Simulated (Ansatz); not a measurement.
Computed with Ansatz on PBE0-D4/def2-TZVP structures; ΔE is electronic, products minus reactants. CCSD(T)/CBS is the MP2 limit (def2-TZVPP, def2-QZVPP) plus CCSD(T) − MP2 in def2-TZVPP, frozen cores. Functionals use def2-TZVPP. B3LYP here is the variant with VWN-RPA as its local correlation; programs differ in this. For Ge, Se outer-core shells are correlated without core-valence functions, which leaves a few kJ/mol of doubt a bond. Scalar relativity is left out up to krypton. Each species was taken in one conformer, which may not be the lowest.

Reaction (formal exchange of groups at the Se–Ge bond): `C[O][GeH]([Cl])[SeH]` + `[F][GeH2][F]` → `[F][GeH]([F])[SeH]` + `C[O][GeH2][Cl]`

(1) Is it downhill or uphill in electronic energy at CCSD(T)/CBS, and by how much? (Estimate.)

(2) What do these levels give: PBE-D4, r2SCAN-D4, B3LYP-D4, ωB97X-V, PBE, HF/def2-TZVPP, MP2/def2-TZVPP, SCS-MP2/def2-TZVPP, CCSD/def2-TZVPP, SCS-MP2/def2-QZVPP, HF/CBS(def2), MP2/CBS(def2)? (Estimate.)

Largest T1 diagnostic among the species: 0.012.

## Answers

(1) Computed: Uphill: ΔE = +4.0 kcal/mol.

(2) Computed: PBE-D4 4.0, r2SCAN-D4 3.6, B3LYP-D4 4.2, ωB97X-V 3.6, PBE 3.1, HF/def2-TZVPP 2.2, MP2/def2-TZVPP 4.8, SCS-MP2/def2-TZVPP 4.2, CCSD/def2-TZVPP 3.6, SCS-MP2/def2-QZVPP 4.2, HF/CBS(def2) 2.0, MP2/CBS(def2) 4.8 kcal/mol.

In def2-TZVPP, CCSD(T) changes the Hartree–Fock value by +1.8 kcal/mol (the triples alone add +0.4 kcal/mol) and MP2 by +2.6 kcal/mol. The D4 term adds +1.5 kcal/mol with B3LYP and +0.9 kcal/mol with PBE0; it sums over pairs of atoms, weighted by their polarisabilities, and B3LYP, whose exchange is more repulsive, gets the larger term.
